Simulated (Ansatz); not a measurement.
`[SiH3]N[SiH2][SiH2]Cl` + `O[SiH2]S` → `O[SiH2]S[SiH2]Cl` + `[SiH3]N[SiH3]`  (cleavage of the Si–Si bond)

Calculated with Ansatz (gas phase, PBE0-D4/def2-TZVP geometries, no zero-point term in ΔE). CCSD(T)/CBS adds triple-zeta CCSD(T) − MP2 to the extrapolated MP2 energy (def2 sets, frozen cores). This one scheme is used for every species. Functionals use def2-TZVPP. B3LYP here is the variant with VWN-RPA as its local correlation; programs differ in this. One conformer a species, not always the lowest.

```
             level  ΔE (kJ/mol)
            PBE-D4        -61.7
           ωB97X-V        -69.9
           ωB97M-V        -75.9
            B2PLYP        -74.4
             B3LYP        -69.1
   CCSD/def2-TZVPP        -70.9
    MP2/def2-QZVPP        -83.8
SCS-MP2/def2-QZVPP        -81.4
```

What does CCSD(T)/CBS give? (An estimate is asked.)

Ansatz gave: -73.5 kJ/mol. The listed levels differ from it by 11.8, 3.6, -2.4, -0.9, 4.4, 2.6, -10.3, -7.9 kJ/mol.

Largest T1 diagnostic among the species: 0.011.

From PBE to PBE0 (25 % exact exchange), in def2-TZVPP and without D4, ΔE moves by −4.1 kJ/mol.
